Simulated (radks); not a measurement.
Values are calculated unless marked as measured or tabulated.
Question: The mean radii <r> (bohr) of the occupied orbitals of an atom or ion are listed with their occupations. Level of theory: scalar-relativistic Kohn-Sham, SCAN, spin-unpolarised, spherical densities, finite nucleus; meta-GGA in the generalised Kohn-Sham scheme; Fermi nuclear charge, rms radius of each element as measured or else 0.836 A^(1/3) + 0.57 fm (a radial shooting solver on a logarithmic mesh with Libxc functionals).

orbital  occ.      <r>
1s          2  0.03610
2s          2   0.1579
2p          6   0.1377
3s          2   0.4417
3p          6   0.4446
3d         10   0.4319
4s          2    1.120
4p          4    1.224
4d          2    1.544
5p          2    2.984

Name the element and its charge.

Answer: Z = 41, niobium, charge +3: Nb3+ in [Ar] 3d10 4s2 4p4 4d2 5p2. The 1s radius gives Z: for a bare nucleus <r> = (2 gamma + 1)/(2Z) with gamma = sqrt(1 - (Z/c)^2), 0.03547 bohr for Z = 41, and screening makes it slightly larger (0.03610 here). The occupations add up to 38, and the charge is Z minus that.
